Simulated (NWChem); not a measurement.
Program: NWChem. System: hexafluoroantimonate (F6Sb (-1)), charge -1, spin multiplicity 1, at a geometry optimised with PBE0/def2-SVP with def2 effective core potentials on Sb. Level: B3LYP/def2-SVPD with def2 effective core potentials on Sb, VWN1-RPA local correlation.

Job file:

```
start mol
memory heap 200 mb stack 900 mb global 1100 mb
charge -1
geometry units angstroms nocenter noautoz
  F     -1.922181     0.000000     0.000000
  Sb     0.000000     0.000000     0.000000
  F      0.000000     0.000000     1.922182
  F      0.000000     1.922180     0.000000
  F      0.000000    -1.922180     0.000000
  F      1.922181     0.000000     0.000000
  F      0.000000     0.000000    -1.922182
  symmetry group D2h
end
basis spherical
  * library def2-svpd
end
ecp
  Sb library def2-ecp
end
dft
  xc b3lyp
  semidirect memsize 60000000 filesize 0
  iterations 100
end
task dft energy
```

Output (cleaned and shortened):

```
             Northwest Computational Chemistry Package (NWChem) 7.3.0
             --------------------------------------------------------

                                NWChem Input Module
                                -------------------

 Scaling coordinates for geometry "geometry" by  1.889725989
 (inverse scale =  0.529177249)

 Turning off AUTOSYM since
 SYMMETRY directive was detected!

                             Geometry "geometry" -> ""
                             -------------------------

 Output coordinates in angstroms (scale by  1.889725989 to convert to a.u.)

  No.       Tag          Charge          X              Y              Z
 ---- ---------------- ---------- -------------- -------------- --------------
    1 F                    9.0000    -1.92218100     0.00000000     0.00000000
    2 Sb                  51.0000     0.00000000     0.00000000     0.00000000
    3 F                    9.0000     0.00000000     0.00000000     1.92218200
    4 F                    9.0000     0.00000000     1.92218000     0.00000000
    5 F                    9.0000     0.00000000    -1.92218000     0.00000000
    6 F                    9.0000     1.92218100     0.00000000     0.00000000
    7 F                    9.0000     0.00000000     0.00000000    -1.92218200

 Effective nuclear repulsion energy (a.u.)     980.8425042814

            Nuclear Dipole moment (a.u.)
            ----------------------------
        X                 Y               Z
 ---------------- ---------------- ----------------
     0.0000000000     0.0000000000     0.0000000000

      Symmetry information
      --------------------

 Group name             D2h
 Group number             26
 Group order               8
 No. of unique centers     4

      Symmetry unique atoms

     1    2    3    4


 Summary of "ao basis" -> "" (spherical)
 ------------------------------------------------------------------------------
       Tag                 Description            Shells   Functions and Types
 ---------------- ------------------------------  ------  ---------------------
 *                         def2-svpd                  on all atoms

                                 NWChem DFT Module
                                 -----------------

 Summary of "ao basis" -> "ao basis" (spherical)
 ------------------------------------------------------------------------------
       Tag                 Description            Shells   Functions and Types
 ---------------- ------------------------------  ------  ---------------------
 F                         def2-svpd                 9       23   4s3p2d
 Sb                        def2-svpd                12       32   5s4p3d

 Summary of "ao basis" -> "ao basis" (spherical)
 ------------------------------------------------------------------------------
       Tag                 Description            Shells   Functions and Types
 ---------------- ------------------------------  ------  ---------------------
 F                         def2-svpd                 9       23   4s3p2d
 Sb                        def2-svpd                12       32   5s4p3d

      Symmetry analysis of basis
      --------------------------

        ag         44
        au          6
        b1g        15
        b1u        25
        b2g        15
        b2u        25
        b3g        15
        b3u        25

            General Information
            -------------------
          SCF calculation type: DFT
          Wavefunction type:  closed shell.
[...]
 d= 0,ls=0.0,diis     5   -839.1960452117 -6.31D-04  5.44D-06  8.20D-07     3.4
 d= 0,ls=0.0,diis     6   -839.1960452890 -7.73D-08  1.12D-06  1.19D-08     3.7

         Total DFT energy =     -839.196045288991
      One electron energy =    -2396.061461890962
           Coulomb energy =     1074.884273455953
    Exchange-Corr. energy =      -82.607116354234
 Nuclear repulsion energy =      564.588259500252

 Numeric. integr. density =       78.000011052616

     Total iterative time =      2.9s

                  Occupations of the irreducible representations
                  ----------------------------------------------

                     irrep           alpha         beta
                     --------     --------     --------
                     ag               12.0         12.0
                     au                0.0          0.0
                     b1g               3.0          3.0
                     b1u               6.0          6.0
                     b2g               3.0          3.0
                     b2u               6.0          6.0
                     b3g               3.0          3.0
                     b3u               6.0          6.0

                       DFT Final Molecular Orbital Analysis
                       ------------------------------------

 Vector   37  Occ=2.000000D+00  E=-2.334226D-01  Symmetry=b2g
              MO Center= -1.3D-16, -9.0D-26, -9.3D-15, r^2= 4.2D+00
   Bfn.  Coefficient  Atom+Function         Bfn.  Coefficient  Atom+Function
  ----- ------------  ---------------      ----- ------------  ---------------
     7      0.344347  1 F  pz                60      0.344348  3 F  px
   131     -0.344347  6 F  pz               152     -0.344348  7 F  px
    10     -0.227474  1 F  pz                63     -0.227474  3 F  px
   134      0.227474  6 F  pz               155      0.227474  7 F  px
    13     -0.077224  1 F  pz                66     -0.077223  3 F  px

 Vector   38  Occ=2.000000D+00  E=-2.334225D-01  Symmetry=b1g
              MO Center=  9.8D-15, -5.2D-14,  2.9D-26, r^2= 4.2D+00
   Bfn.  Coefficient  Atom+Function         Bfn.  Coefficient  Atom+Function
  ----- ------------  ---------------      ----- ------------  ---------------
     6      0.344347  1 F  py                83      0.344349  4 F  px
   106     -0.344349  5 F  px               130     -0.344347  6 F  py
     9     -0.227474  1 F  py                86     -0.227475  4 F  px
   109      0.227475  5 F  px               133      0.227474  6 F  py
    12     -0.077224  1 F  py                89     -0.077224  4 F  px

 Vector   39  Occ=2.000000D+00  E=-2.334224D-01  Symmetry=b3g
              MO Center=  8.1D-26, -1.6D-16, -6.1D-15, r^2= 4.2D+00
   Bfn.  Coefficient  Atom+Function         Bfn.  Coefficient  Atom+Function
  ----- ------------  ---------------      ----- ------------  ---------------
    61      0.344347  3 F  py                85     -0.344348  4 F  pz
   108      0.344348  5 F  pz               153     -0.344347  7 F  py
    64     -0.227474  3 F  py                88      0.227474  4 F  pz
   111     -0.227474  5 F  pz               156      0.227474  7 F  py
    67     -0.077223  3 F  py                91      0.077224  4 F  pz

 Vector   40  Occ=0.000000D+00  E= 5.712429D-02  Symmetry=ag
              MO Center= -1.5D-15,  1.1D-14, -1.3D-15, r^2= 4.1D+00
   Bfn.  Coefficient  Atom+Function         Bfn.  Coefficient  Atom+Function
  ----- ------------  ---------------      ----- ------------  ---------------
    27      1.352544  2 Sb s                 26      0.885867  2 Sb s
    28      0.640424  2 Sb s                 24     -0.351919  2 Sb s
    25     -0.273275  2 Sb s                  4     -0.250650  1 F  s
    59     -0.250656  3 F  s                 82     -0.250656  4 F  s
   105     -0.250656  5 F  s                128     -0.250650  6 F  s

 Vector   41  Occ=0.000000D+00  E= 1.735554D-01  Symmetry=ag
              MO Center=  9.1D-16, -6.5D-17, -3.6D-17, r^2= 1.3D+01
   Bfn.  Coefficient  Atom+Function         Bfn.  Coefficient  Atom+Function
  ----- ------------  ---------------      ----- ------------  ---------------
    28      4.160607  2 Sb s                 27      2.665330  2 Sb s
     4     -1.284025  1 F  s                 59     -1.284054  3 F  s
    82     -1.284088  4 F  s                105     -1.284088  5 F  s
   128     -1.284025  6 F  s                151     -1.284054  7 F  s
    26     -0.937694  2 Sb s                 11     -0.451638  1 F  px

 Vector   42  Occ=0.000000D+00  E= 1.987935D-01  Symmetry=b2u
              MO Center=  1.5D-16, -1.5D-14, -3.3D-17, r^2= 1.2D+01
   Bfn.  Coefficient  Atom+Function         Bfn.  Coefficient  Atom+Function
  ----- ------------  ---------------      ----- ------------  ---------------
    39      1.882630  2 Sb py                82     -1.566504  4 F  s
   105      1.566504  5 F  s                 90      1.341540  4 F  py
   113      1.341540  5 F  py                36      0.469057  2 Sb py
    12      0.232042  1 F  py                67      0.232042  3 F  py
   136      0.232042  6 F  py               159      0.232042  7 F  py

 center of mass
 --------------
 x =   0.00000000 y =   0.00000000 z =   0.00000000

 moments of inertia (a.u.)
 ------------------
        1002.682073221462           0.000000000000           0.000000000000
           0.000000000000        1002.682594859025           0.000000000000
           0.000000000000           0.000000000000        1002.681551583628

     Multipole analysis of the density
     ---------------------------------

     L   x y z        total         alpha         beta         nuclear
     -   - - -        -----         -----         ----         -------
     0   0 0 0     -1.000000    -39.000000    -39.000000     77.000000

     1   1 0 0     -0.000000     -0.000000     -0.000000      0.000000
     1   0 1 0      0.000000      0.000000      0.000000      0.000000
     1   0 0 1     -0.000000     -0.000000     -0.000000      0.000000

     2   2 0 0    -50.259912   -143.878622   -143.878622    237.497333
     2   1 1 0     -0.000000     -0.000000     -0.000000      0.000000
     2   1 0 1      0.000000      0.000000      0.000000      0.000000
     2   0 2 0    -50.259866   -143.878476   -143.878476    237.497086
     2   0 1 1     -0.000000     -0.000000     -0.000000      0.000000
     2   0 0 2    -50.259939   -143.878759   -143.878759    237.497580

 Task  times  cpu:        3.7s     wall:        3.7s

 Total times  cpu:        3.7s     wall:        3.7s
```
